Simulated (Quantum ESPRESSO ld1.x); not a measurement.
Q: The palladium ion Pd24+, configuration [Ar] 3d4. All-electron calculation, scalar-relativistic Kohn-Sham, LDA (Slater exchange, VWN5 correlation), spin-polarised, spherical densities, point nucleus; open shells are filled with parallel spins first. Program: ld1.x of Quantum ESPRESSO 7.5. Some entries of the table are withheld. Estimate them.

orbital,occ.,eigenvalue (hartree),r(max) (bohr)
1s up,1,-922.683,0.021
1s down,1,-922.673,0.021
2s up,1,-164.885,0.117
2s down,1,-164.486,0.117
2p up,3,-151.699,0.093
2p down,3,-151.391,0.093
3s up,1,-54.0471,0.330
3s down,1,-53.5947,0.330
3p up,3,-49.7578,(1)
3p down,3,-49.2946,(2)
3d up,4,-43.5506,0.260
3d down,0,-42.9994,0.262

A: 
(1) 3p up r(max) (bohr): 0.320
(2) 3p down r(max) (bohr): 0.320
